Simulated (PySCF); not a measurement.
Ligand exchange on a metal centre used in film growth or etching (Cd OH-Br). All species are isolated molecules in the gas phase. One relaxed conformer stands for each flexible species; it need not be the lowest.

Calculation: TPSSh-D3(BJ)/def2-TZVP // r2SCAN-D4/def2-SVP (PySCF). All candidates: neutral, multiplicity 1. 

| Quantity | Value |
|---|---|
| LUMO | -1.81 eV |
| HOMO | -7.14 eV |
| HOMO–LUMO gap | 5.33 eV |

**Question.** Say which member has these values.
A) [Cd(OH)2]
B) [Cd(OH)(Br)]
C) [Cd(Br)2]

**Answer.** A, [Cd(OH)2]. The others give [Cd(OH)(Br)]: -2.27 eV, -7.36 eV, 5.09 eV; [Cd(Br)2]: -2.68 eV, -7.73 eV, 5.05 eV
